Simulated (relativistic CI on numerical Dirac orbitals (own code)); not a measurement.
The 3d ions of charge 4+

Calculated at this level of theory: Dirac-Coulomb-Breit CI, separate exchange-only KLI orbitals for each configuration, a model potential for QED, valence Slater integrals scaled by 0.85 (own radial code, finite nucleus).

Each species is treated in one configuration, given outside its closed core, with all valence electrons in the open shell. Radial values are for the open shell of highest l, unscaled and averaged over j; ζ includes the Breit term. Labels give the leading LS character, summed over repeated terms.

| Ion | Configuration | Its lowest level | LS weight (%) | Next level | E (cm⁻¹) | ⟨r⟩ (bohr) | ⟨r²⟩ (bohr²) | ζ (cm⁻¹) |
| --- | --- | --- | --- | --- | --- | --- | --- | --- |
| V⁴⁺ | 3d | 2D_3/2 | 100 | 2D_5/2 | 590.19 | 1.078 | 1.409 | 234.9 |
| Cr⁴⁺ | 3d2 | 3F_2 | 100 | 3F_3 | 483.57 | 1.017 | 1.26 | 311.2 |
| Mn⁴⁺ | 3d3 | 4F_3/2 | 100 | 4F_5/2 | 342 | 0.9638 | 1.135 | 403.3 |
| Fe⁴⁺ | 3d4 | 5D_0 | 100 | 5D_1 | 138.3 | 0.9162 | 1.029 | 513.1 |
| Co⁴⁺ | 3d5 | 6S_5/2 | 100 | 4G_11/2 | 35428 | 0.8734 | 0.9388 | 642.9 |
| Ni⁴⁺ | 3d6 | ? | ? | ? | ? | ? | ? | ? |
| Cu⁴⁺ | 3d7 | 4F_9/2 | 100 | 4F_7/2 | 1584.3 | 0.7996 | 0.7918 | 970.7 |
| Zn⁴⁺ | 3d8 | 3F_4 | 100 | 3F_3 | 2415.5 | 0.7675 | 0.7317 | 1174 |

(1) Fill in the row of Ni⁴⁺.

Results:

(1) Its lowest level 5D_4; LS weight (%) 100; Next level 5D_3; E (cm⁻¹) 872.39; ⟨r⟩ (bohr) 0.8348; ⟨r²⟩ (bohr²) 0.8603; ζ (cm⁻¹) 794.6.
